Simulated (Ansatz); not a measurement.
CH8O2Si2, SMILES `OC(O)[SiH2][SiH3]` at its PBE0-D4/def2-TZVP geometry, where that method's forces vanish. The species carries charge 0 and has multiplicity 1.

```xyz
13

O    -0.1789   -1.3905    1.3327
C     0.7793   -0.9785    0.3850
O     1.3896   -2.0662   -0.2553
Si    0.0102    0.1397   -0.9679
Si   -0.9623    2.0088    0.0489
H    -0.8761   -1.8643    0.8663
H     1.5094   -0.4106    0.9763
H     1.8473   -2.5909    0.4114
H    -1.0374   -0.6701   -1.6539
H     1.0401    0.5496   -1.9601
H    -1.4557    2.9603   -0.9836
H     0.0414    2.7114    0.8943
H    -2.1068    1.6013    0.9059
```

Question: What forces (eV/Å) does B3LYP-D4/def2-TZVPP give on these atoms in Ansatz 0.2.0? (Best estimate.)

Answer: The calculation gave: 
```
O1  -0.242 -0.105  0.210
C2   0.154  0.442 -0.043
O3   0.166 -0.257 -0.104
Si4 -0.014 -0.002 -0.178
Si5 -0.061  0.112  0.062
H6  -0.051 -0.034  0.045
H7  -0.033 -0.047 -0.034
H8   0.038 -0.063 -0.021
H9   0.067  0.045  0.039
H10 -0.059 -0.030  0.059
H11  0.028 -0.052  0.065
H12 -0.063 -0.039 -0.049
H13  0.069  0.031 -0.052
```

B3LYP here is the variant with VWN-RPA as its local correlation; programs differ in this.
